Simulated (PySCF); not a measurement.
Species: C4H13BO2Si.
Cartesian coordinates in Å at the PBE0-D3(BJ)/def2-SVP level; atoms count from 1:
```xyz
21
C4H13BO2Si angstrom
B     -0.3426    0.9948   -1.8910
O     -0.3912    0.0511   -0.5823
C     -1.5871   -0.6963   -0.2938
C     -1.4613   -1.0229    1.1805
C     -0.7397    0.2116    1.7111
C      0.2849    0.4846    0.6275
O      1.4127   -0.2674    0.8135
Si     2.7620   -0.2841   -0.2079
H     -0.7649    0.2809   -2.7855
H     -1.0611    1.9527   -1.6226
H      0.8434    1.2770   -1.9943
H     -1.6092   -1.5637   -0.9657
H     -2.4482   -0.0450   -0.5144
H     -2.4375   -1.1973    1.6527
H     -0.8374   -1.9170    1.3275
H     -1.4308    1.0658    1.7801
H     -0.2502    0.0693    2.6826
H      0.5146    1.5507    0.4669
H      3.7968   -1.0070    0.5805
H      2.4746   -1.0191   -1.4689
H      3.1979    1.1144   -0.4855
```

Level of theory: TDDFT B3LYP/def2-SVPD, vertical, gas phase, core orbitals frozen in the response (PySCF).

Ground-to-excited transition dipoles (e·a0, same axes as the geometry; the sign carries no meaning), for the states with f of 0.002 or more among the lowest 10:

| state | E (eV) | μx | μy | μz |
| --- | --- | --- | --- | --- |
| S1 | 6.560 | 0.079 | -0.156 | -0.065 |
| S2 | 6.896 | 0.197 | 0.031 | 0.143 |
| S3 | 7.028 | -0.309 | 0.176 | 0.129 |
| S5 | 7.380 | -0.045 | -0.108 | -0.073 |
| S7 | 7.491 | 0.111 | -0.127 | -0.103 |
| S8 | 7.618 | 0.137 | -0.123 | -0.213 |
| S10 | 7.764 | -0.346 | 0.231 | -0.017 |

Q: What oscillator strength does each state have?

A: f = (2/3) ΔE |μ|² with ΔE in hartree (27.2114 eV).

| state | \|μ\|² (au) | \|μ\| (D) | f |
| --- | --- | --- | --- |
| S1 | 0.035 | 0.47 | 0.006 |
| S2 | 0.060 | 0.62 | 0.010 |
| S3 | 0.144 | 0.96 | 0.025 |
| S5 | 0.019 | 0.35 | 0.003 |
| S7 | 0.039 | 0.50 | 0.007 |
| S8 | 0.079 | 0.71 | 0.015 |
| S10 | 0.173 | 1.06 | 0.033 |

Q: Which bond between heavy atoms lies closest to the direction of the S10 transition dipole?

A: C6–O7, at 5° from it; next O7–Si8 at 50°.

Q: What angle do the transition dipoles of S8 and S10 make?

A: |cos θ| = |μa·μb| / (|μa| |μb|) = 0.62, so θ ≈ 52° (taken between 0 and 90°, since the signs are arbitrary).

Q: What peak molar absorption coefficient would the strongest computed level give as a lone Gaussian band 0.3 eV wide at half height?

A: ε(max) = 2.175×10⁸ f / FWHM, with the width in cm⁻¹. S10: 2.175×10⁸ × 0.0329 / 2420 ≈ 3000 L mol⁻¹ cm⁻¹.

The vertical ionisation energy (ΔSCF) is 9.72 eV, 1.95 eV above S10.

On an Intel Xeon 6975P-C with one thread (shared host), this took 3.7 min and 1.2 GiB of memory at its peak.

One conformer stands for the species.
